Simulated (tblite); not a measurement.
Compound: C3H3Cl2FSi.
Bonds: C1–C2, C2–C3 (triple), C3–Si4, Si4–F5, Si4–Cl6, Si4–Cl7. Hydrogens: H8, H9, H10 on C1.

Computed geometry: GFN2-xTB, gas phase.

Give the optimised bond lengths and angles.

```
                bond  length (Å)
               C1–C2       1.440
               C2≡C3       1.206
              C3–Si4       1.834
              Si4–F5       1.611
    Si4–Cl6, Si4–Cl7       2.004
C1–H8, C1–H9, C1–H10       1.089
```

Bonds in one row agree within 0.01 Å and their mean is given. A selection of angles:
```
      angle  degrees
   C2–C1–H8    109.8
   H8–C1–H9    109.1
   C1–C2–C3    179.5
  C2–C3–Si4    179.1
  C3–Si4–F5    107.2
 C3–Si4–Cl6    111.9
 F5–Si4–Cl6    106.3
Cl6–Si4–Cl7    112.7
```

The 2 C–C bonds span 1.206 Å (C2≡C3, drawn triple) to 1.440 Å (C1–C2, drawn single), a spread of 0.234 Å. Si4 (fluorine-bound silicon) is tetrahedral (angles from 106.3° to 112.7°).

Point group: near Cs, missed by 0.23 Å at most; the miss may be what the optimiser left on a soft mode. Its GFN2-xTB frequencies are all real (lowest 27 cm⁻¹).
